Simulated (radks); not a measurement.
Effect of the nuclear size on neutral terbium, [Xe] 4f9 6s2. Method: Dirac Kohn-Sham, LDA (Slater exchange, Perdew-Wang correlation), spin-unpolarised, spherical densities, finite nucleus; open shells fill j = l - 1/2 first; Fermi nuclear charge, rms radius 5.06 fm; computed with a radial shooting solver on a logarithmic mesh with Libxc functionals. The rms radius is varied about that value; shifts are against it.

rms radius (fm) = 4.3061: total energy shift (eV) -6.20; density at nucleus (e/bohr^3) 7.136e+05; 1s1/2 shift (meV) -2550; 2s1/2 shift (meV) -332; 5s1/2 shift (meV) -2.49; 5p1/2 shift (meV) 0.301; 6s1/2 shift (meV) -0.105; 4f7/2 shift (meV) 0.487; 6p1/2 (empty) shift (meV) 0.096
rms radius (fm) = 4.8374: total energy shift (eV) -1.91; density at nucleus (e/bohr^3) 6.921e+05; 1s1/2 shift (meV) -786; 2s1/2 shift (meV) -102; 5s1/2 shift (meV) -0.766; 5p1/2 shift (meV) 0.093; 6s1/2 shift (meV) -0.032; 4f7/2 shift (meV) 0.150; 6p1/2 (empty) shift (meV) 0.029
rms radius (fm) = 5.06: total energy shift (eV) 0; density at nucleus (e/bohr^3) 6.839e+05; 1s1/2 shift (meV) 0.000; 2s1/2 shift (meV) 0.000; 5s1/2 shift (meV) 0.000; 5p1/2 shift (meV) 0.000; 6s1/2 shift (meV) 0.000; 4f7/2 shift (meV) 0.000; 6p1/2 (empty) shift (meV) 0.000
rms radius (fm) = 5.5458: total energy shift (eV) 4.38; density at nucleus (e/bohr^3) 6.676e+05; 1s1/2 shift (meV) 1800; 2s1/2 shift (meV) 234; 5s1/2 shift (meV) 1.76; 5p1/2 shift (meV) -0.213; 6s1/2 shift (meV) 0.074; 4f7/2 shift (meV) -0.344; 6p1/2 (empty) shift (meV) -0.067
rms radius (fm) = 5.6925: total energy shift (eV) 5.76; density at nucleus (e/bohr^3) 6.631e+05; 1s1/2 shift (meV) 2370; 2s1/2 shift (meV) 308; 5s1/2 shift (meV) 2.32; 5p1/2 shift (meV) -0.280; 6s1/2 shift (meV) 0.098; 4f7/2 shift (meV) -0.453; 6p1/2 (empty) shift (meV) -0.089

Slopes of the eigenvalues against <r^2> in GHz/fm^2, as finite differences over the two radii next to the reference (eigenvalue slopes, not the field-shift constants of lines): 1s1/2 85200, 2s1/2 11100, 5s1/2 83.1, 5p1/2 -10.0, 6s1/2 3.51, 4f7/2 -16.2, 6p1/2 (empty) -3.18.
